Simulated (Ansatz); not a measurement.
Geometry optimisation, Ansatz 0.2.0, RKS r2SCAN/def2-SVP.

Input file:

```yaml
crystal:
  periodic: [false, false, false]
  atoms:
    - { symbol: Ta, position_ang: [-0.031636, -0.127568, 0.050469] }
    - { symbol: Cl, position_ang: [2.383001, -0.290734, 0.017751] }
    - { symbol: F, position_ang: [0.070092, -0.044346, 1.930476] }
    - { symbol: F, position_ang: [-0.048608, -0.233458, -1.82778] }
    - { symbol: Cl, position_ang: [-1.378824, 1.723853, 0.033909] }
    - { symbol: F, position_ang: [-0.976078, -1.711757, 0.157242] }
    - { symbol: H, position_ang: [1.171511, 2.378513, -1.090984] }
    - { symbol: H, position_ang: [1.776842, 2.024896, -0.937284] }
basis:
  gaussian: { orbitals: def2-SVP }
hamiltonian:
  xc: r2scan
relax:
  f_tol: 0.03
  max_steps: 50
```

Launched with:

```bash
$ ansatz run input.yaml --threads 4 --pin off --max-ram 5120MiB --backend cpu --events-out ev --progress --plain --runs-dir out
```

Question: Where does it end, and by what steps?

Answer: It converged. The force dipped under the threshold on the way, but the program's further checks kept it going. After 10 steps the energy has fallen by 0.253 eV; H8 moved furthest, 0.84 Å.

| step | energy less start (eV) | largest force component (eV/Å) | accepted |
| --- | --- | --- | --- |
| 0 | 0.0000 | 1.421 | yes |
| 1 | -0.1425 | 0.790 | yes |
| 2 | -0.1627 | 0.474 | yes |
| 3 | -0.2060 | 0.164 | yes |
| 4 | -0.2238 | 0.111 | yes |
| 5 | -0.2398 | 0.322 | yes |
| 6 | -0.2492 | 0.337 | yes |
| 7 | -0.2516 | 0.138 | yes |
| 8 | -0.2528 | 0.042 | yes |
| 9 | -0.2532 | 0.004 | yes |
| 10 | -0.2532 | 0.021 | yes |

```xyz
8
Properties=species:S:1:pos:R:3
Ta -0.145 -0.394 0.149
Cl 2.143 -0.370 0.068
F -0.127 -0.338 2.036
F -0.259 -0.618 -1.721
Cl -1.230 1.619 0.037
F -1.091 -1.990 0.302
H 1.517 3.106 -1.285
H 2.159 2.704 -1.252
```

Time of the run: 44 s on 4 threads of Arm Neoverse V1, on a shared host, peak memory 0.22 GiB.
